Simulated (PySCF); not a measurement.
# Two-component Hartree-Fock for La⁴⁶⁺ (lanthanum, charge +46)

Start: [Ne] 3s1; 3s1/2 filled at m_j = +1/2. Calculated with PySCF 2.14 in an even-tempered Gaussian basis (18 s from 11 bohr⁻², ratio 2.4; 14 p from 15 bohr⁻², ratio 2.4; 4 d from 46 bohr⁻², ratio 2.6; 4 f from 70 bohr⁻², ratio 2.6): generalised Hartree-Fock with the X2C-1e Hamiltonian and a Gaussian nucleus; one run each with spin-orbit coupling (SO) switched off, then screened by Boettger's factors.

| spinor shell | electrons | ε, spin-free (eV) | ε, screened SO (eV) | weight of nominal j (screened SO) | rms radius, screened SO (bohr) |
| --- | --- | --- | --- | --- | --- |
| 1s1/2 | 2 | -42321.2 | -42317.5 | 1.000 | 0.0286 |
| 2s1/2 | 2 | -9322.9 | -9322.0 | 1.000 | 0.114 |
| 2p1/2 | 2 | -8688.7 | -8988.7 | 1.000 | 0.0977 |
| 2p3/2 | 4 | -8688.7 | -8556.8 | 1.000 | 0.103 |
| 3s1/2 | 1 | -3801.6 | -3801.5 | 1.000 | 0.271 |

```csv
quantity,spin-free,screened SO
E (hartree),-6391.14880,-6393.96128
M_J,1/2,1/2
⟨J²⟩,0.750,0.750
⟨L²⟩,0.000,0.011
⟨S²⟩,0.750,0.761
```

Each row is a mean over spinors that exchange with the open shell spreads, by up to 11.305 eV (2s1/2).

Breit and QED terms are absent; they matter most for the inner s and p1/2 levels.

Densities and radii are taken from the X2C orbitals without a picture-change correction, which distorts them close to the nucleus.

Without spin-orbit coupling the j labels of p, d and f shells carry no meaning; the spin-free column gives the mean over the occupied spinors of each nl shell.
